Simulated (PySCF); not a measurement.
**Ionisation energy of O⁺ by level of theory**

O⁺ [He] 2s2 2p3 (4S) → O²⁺ [He] 2s2 2p2 (3P), as a difference of total energies. Computed with PySCF 2.14 in x2c-QZVPPall, with scalar relativity by spin-free X2C-1e. Correlated levels: valence: 1s2 frozen; valence and next inner shell: nothing frozen. The calculations carry no spin-orbit coupling.

```
                                method  ionisation energy (eV)
                                   UHF                  34.569
                                   LDA                  35.582
                                   PBE                  35.271
                                  PBE0                  35.305
                                r2SCAN                  35.477
                                  BLYP                  35.076
                                 TPSSh                  35.262
                                 B97-3                  35.203
                                  TPSS                  35.243
                                  ROHF                  34.616
                         MP2 (valence)                  35.241
                     SCS-MP2 (valence)                  34.975
    MP2 (valence and next inner shell)                  35.268
SCS-MP2 (valence and next inner shell)                  34.996
```

Problem. How much does correlation contribute at MP2 (valence and next inner shell)?

Solution. 35.268 − (34.569) = 0.699 eV, measured against UHF.

A first-order spin-orbit estimate (lowest level to lowest level, LS coupling) adds -0.028 eV.

Errors of the correlated levels include the incompleteness of this basis and the frozen core.

For comparison: 35.121 eV (measured; NIST Atomic Spectra Database, ionization energies).
